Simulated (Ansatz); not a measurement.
Reaction (ligand exchange at the In–Cl bond): `[Cl][InH2]` + CH₃SH → `C[S][InH2]` + HCl

Computed with Ansatz on PBE0-D4/def2-TZVP structures; ΔE is electronic, products minus reactants. CCSD(T)/CBS adds triple-zeta CCSD(T) − MP2 to the extrapolated MP2 energy (def2 sets, frozen cores). This one scheme is used for every species. DFT in def2-TZVPP. def2 core potentials past Kr. For In outer-core shells are correlated without core-valence functions, which leaves a few kJ/mol of doubt a bond.

Is it downhill or uphill in electronic energy at CCSD(T)/CBS, and by how much? (Estimate.)

Ansatz gave: Uphill: ΔE = +0.37 eV.

What do these levels give: PBE0-D4, r2SCANh-D4, B2PLYP, r2SCAN0, HF/def2-TZVPP, SCS-MP2/def2-QZVPP? (An estimate is asked.)

Computed: PBE0-D4 0.38, r2SCANh-D4 0.41, B2PLYP 0.43, r2SCAN0 0.43, HF/def2-TZVPP 0.63, SCS-MP2/def2-QZVPP 0.41 eV.

What do rigid-rotor, harmonic-oscillator terms from PBE0-D4/def2-TZVP frequencies (298.15 K, 1 bar) make of the CCSD(T)/CBS value? (An estimate is asked.)

The calculation gave: ΔZPE = -0.04 eV, ΔH = +0.36 eV, ΔS = -5 J/(mol·K), ΔG = +0.38 eV. Modes under 50 cm⁻¹ make the entropy rough.

Largest T1 diagnostic among the species: 0.014.

From BLYP to BHLYP (50 % exact exchange), in def2-TZVPP and without D4, ΔE moves by +0.08 eV. At CCSD(T), def2-SVP lies +0.04 eV from the extrapolated value and def2-TZVPP −0.00 eV. In def2-TZVPP, CCSD(T) changes the Hartree–Fock value by −0.26 eV (the triples alone add −0.04 eV) and MP2 by −0.28 eV.
